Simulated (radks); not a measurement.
Problem. Radial electron density D(r) = 4 pi r^2 rho(r) of an atom or ion with 12 electrons. All-electron calculation, non-relativistic Kohn-Sham, PBE, spin-polarised, spherical densities, point nucleus. Program: a radial shooting solver on a logarithmic mesh with Libxc functionals.

r (bohr),D(r) (e/bohr)
0.009287,3.479
0.01171,5.046
0.01465,7.064
0.01848,9.719
0.02312,12.77
0.02916,16.17
0.03648,19.25
0.046,21.51
0.05755,22.13
0.07258,20.86
0.0908,18.30
0.1145,15.82
0.1433,15.36
0.1807,17.60
0.2278,21.02
0.285,22.32
0.3595,19.28
0.4497,13.05
0.5672,6.801
0.7096,3.617
0.8948,2.784
1.119,2.286
1.412,1.249
1.766,0.4060
2.228,0.06446
2.787,0.004893
3.514,0.0001230

What is the nuclear charge?

Solution. Z = 19. The innermost maximum, from 1s, lies near 1/Z = 0.0526 bohr (found: 0.0557), and its height grows with Z. The density is that of the potassium ion K7+ in [Ne] 3s2; the configuration itself is not fixed sharply by these data, and Z only to about a unit. D(r) has 2 maxima, at r = 0.0557, 0.276 bohr, and minima at 0.133 bohr, inside which lie 2.16 electrons.
